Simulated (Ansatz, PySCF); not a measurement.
Reaction (SMILES): [AsH3] (AsH3) -> [AsH2-] + H+
Structures are relaxed separately at B3LYP-D3(BJ)/def2-TZVP in Ansatz (a quantum-chemistry and plane-wave program).
Geometry of the first species:
```xyz
4

As     0.0003     0.0002     0.0708
H     -0.7759    -1.0063    -0.7723
H     -0.4876     1.1692    -0.7786
H      1.2523    -0.1682    -0.7839
```
Charge 0, spin multiplicity 1.

Property: gas-phase deprotonation energy (electronic energy difference), in eV. Cores are frozen in the correlated levels unless marked. No spin-orbit coupling. The frozen core is the preceding noble-gas configuration, with the filled d and f shells of earlier blocks. No relativistic terms. Anions need diffuse functions: aug- sets have them; def2-D sets add few; the other sets have none. CBS marks a two-point X^-3 extrapolation of the correlation energy; Hartree-Fock from the larger set.

CCSD(T)/CBS(aug-cc-pVTZ,aug-cc-pVQZ) (Ansatz) gives 15.74 eV.

Another calculation gave 16.14 eV. Which level was it?
A. M06-L/def2-TZVPD (PySCF)
B. TPSSh/def2-TZVPD (PySCF)
C. r2SCAN0/def2-TZVPD (Ansatz)
D. SVWN5/def2-TZVPD (Ansatz)

B, TPSSh/def2-TZVPD (PySCF). The others give 16.00 (r2SCAN0), 15.64 (SVWN5), 16.26 (M06-L) eV.
